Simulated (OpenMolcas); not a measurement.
Fe5+: from RASSCF to RASPT2

- Program: OpenMolcas
- Basis: ANO-RCC-VTZP [6s5p3d2f1g]
- Scalar Hamiltonian: DKH2, point nucleus
- Active space: 9 electrons in 8 orbitals (RAS1 3p, at most 2 holes; RAS2 3d)
- State averaging: 2S+1 = 4 even, 10 roots; 2S+1 = 2 even, 40 roots
- Spin-orbit coupling: state interaction with AMFI integrals over the reference wave functions, term energies averaged over their components

Methods on the same reference wave functions:
A. RASSCF
B. SS-RASPT2, IPEA 0.25 Eh, imaginary shift 0.1 Eh (closed shells correlated: 3s)
C. MS-RASPT2, IPEA 0.25 Eh, imaginary shift 0.1 Eh (closed shells correlated: 3s)

Energies in eV above 3d3 4F 3/2, the measured ground level; measured values from Corliss and Sugar, J. Phys. Chem. Ref. Data 11, 135 (1982).

```csv
Level,A,B,C,Measured
3d3 4F 3/2,0.0000,0.0000,0.0000,0.0000
3d3 4F 5/2,0.0690,0.0692,0.0691,0.0634
3d3 4F 7/2,0.1619,0.1621,0.1620,0.1473
3d3 4F 9/2,0.2756,0.275,0.275,0.2480
3d3 4P 1/2,2.7064,2.433,2.433,2.3233
3d3 4P 3/2,2.7277,2.456,2.457,2.3485
3d3 4P 5/2,2.8184,2.543,2.543,2.4314
3d3 2G 7/2,2.9617,2.647,2.647,2.5561
3d3 2G 9/2,3.0565,2.740,2.740,2.6427
3d3 2P 1/2,3.5358,3.399,3.399,3.2850
3d3 2P 3/2 [66 %],3.5396,3.385,3.384,3.2502
3d3 2D 3/2(1) [68 %],3.8876,3.713,3.712,3.5494
3d3 2D 5/2(1),3.9248,3.735,3.722,3.5316
3d3 2H 9/2,4.1142,3.655,3.655,3.5614
3d3 2H 11/2,4.1840,3.723,3.723,3.6207
3d3 2F 7/2,6.5523,5.940,5.940,5.7302
3d3 2F 5/2,6.5923,5.980,5.980,5.7781
3d3 2D 5/2(2),9.7287,9.223,9.235,8.8906
3d3 2D 3/2(2),9.7850,9.279,9.281,8.9329
```

Deviations, from unrounded energies. A percentage is the sum of absolute deviations over the sum of measured energies, with the sign that they share, or ± where signs differ.

| Against measurement | Levels | A | B | C |
| --- | --- | --- | --- | --- |
| mean absolute deviation (cm-1) | 18 | 3500 | 1100 | 1100 |
| fine structure of the ground term (%) | 3 | +10.4 | +10.4 | +10.4 |
| other terms of the ground configuration (%) | 15 | +12.3 | +3.9 | +3.9 |

B, C lie about equally close to measurement and A furthest from it. The largest miss of C in the table is 3d3 2D 3/2(2), by +2800 cm-1. The ranking rests on the paired levels alone, and a cruder setting can come out closer through cancelling errors.

Between B and C the level of the table that moves most is 3d3 2D 5/2(1), by 100 cm-1 (lowest in C, highest in B). Moves below CASPT2's spread within the term are not significant.

The two smallest mean deviations differ by little beside CASPT2's spread within terms, so their order carries little weight.

From A to B the spin-free energies of the other terms of 3d3 shown, above 4F, scale by factors of 0.88 to 0.96, as is usual when dynamic correlation screens the repulsion within a d or f shell.

The lowest spin-free term lies below A's lowest term by 0.227 hartree in B, 0.227 hartree in C.

CASPT2 breaks the degeneracy within a term, and the mean is taken; among the terms shown or strongly mixed into the levels shown the widest spread is 1000 cm-1 (3d3 4F, C). Active for correlation alone: 3p; no level in the range computed is led by a configuration that opens it, so any true level of that kind is missing. Without dynamic correlation excited terms often stand tens of per cent too high (terms of higher spin than the ground term too low), and those without a measured partner can miss by more than the paired ones (holds for A). The CASPT2 spread within a term exceeds the gap to the next term for 3d3 2D(1) and 3d3 2H, so the order of their levels is uncertain (holds for B; C). Computed and measured levels are paired by configuration, term and J; levels that our copy of the source lacks, or whose pairing is in doubt (as where it misses far off the trend of its configuration), stay unpaired and out of the deviations. Levels of configurations outside the active space are missing.

A share in square brackets marks a mixed level and gives the weight of the term that names it, the lowest over the columns. A number in round brackets counts repeated terms of one configuration in the order of the reference energies.
